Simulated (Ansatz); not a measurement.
A made-up structure of CH₂GaS (charge +1), singlet:

```
5
angstrom
S 0.6888 -1.3406 -0.4627
C 0.7633 -0.5991 0.6089
Ga -0.6386 0.5003 -0.5091
H -1.8098 -0.4432 -0.8248
H -0.0726 1.9193 -0.6759
```

It is relaxed with PBE-D4/def2-SVP and then PBE0-D4/def2-TZVP (Ansatz 0.2.0). Atoms count as bonded within 1.22 times the sum of their covalent radii (H–H: 0.88 Å). The end point is not checked to be a true minimum.

Does its bonding change? (Judge from chemistry; the calculation decides.)

By the calculation: Yes. Formed: none; broken: S1–Ga3.

Where it ends: The first stage lowers the energy by 4.97 eV in 10 steps. It ends as CH₂GaS ([S][C][GaH2]), total charge +1:
```
atom    x (Å)    y (Å)    z (Å)
  S1   1.5749  -1.8640   0.1254
  C2   0.5637  -0.8057  -0.1563
 Ga3  -0.8637   0.6873  -0.5537
  H4  -2.2152  -0.0175  -0.7495
  H5  -0.1287   2.0367  -0.5296
```

Labels in which every atom is bracketed show which atoms are joined, not bond orders.

For scale, one of the runs: PBE0-D4/def2-TZVP relaxation, 128 basis functions, launched by `ansatz run in.yaml --threads 2 --pin off --events-out ev --progress --plain --max-ram 4352MiB`. The run took about 14 s on 2 CPU threads of an Arm Neoverse V2 (shared host).
